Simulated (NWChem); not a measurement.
System: HSO3, doublet; SMILES O=[S](=O)O

The following NWChem deck was run.

```
start job
memory heap 200 mb stack 900 mb global 1100 mb
geometry units angstroms noautosym nocenter noautoz
  O      1.429992     0.173646     0.195745
  S      0.032795     0.127965    -0.251154
  O     -0.975089     1.087699     0.186762
  O     -0.564406    -1.345409     0.150822
  H      0.181212    -1.968221     0.169446
end
basis spherical
  * library iglo-iii
end
dft
  odft
  mult 2
  xc xctpssh
  iterations 150
end
property
  hyperfine
end
task dft property
```

Coordinates come from a PBE0/def2-SVP, spin-unrestricted optimisation. No stability test was run on the SCF state.

Fermi-contact couplings, non-relativistic, static geometry.

Atoms are numbered as in the input.

Predict the main results of this run. (TPSSh/IGLO-III, spin-unrestricted, contact and dipolar terms.) Quantities: A(iso) 17O atom 1 (MHz); A(iso) 33S atom 2 (MHz); A(iso) 17O atom 3 (MHz); A(iso) 17O atom 4 (MHz); A(iso) 1H atom 5 (MHz); <S²>.


```yaml
A(iso) 17O atom 1 (MHz): -17.7
A(iso) 33S atom 2 (MHz): 312
A(iso) 17O atom 3 (MHz): -17.3
A(iso) 17O atom 4 (MHz): -43.1
A(iso) 1H atom 5 (MHz): -7.6
"<S²>": 0.755
```
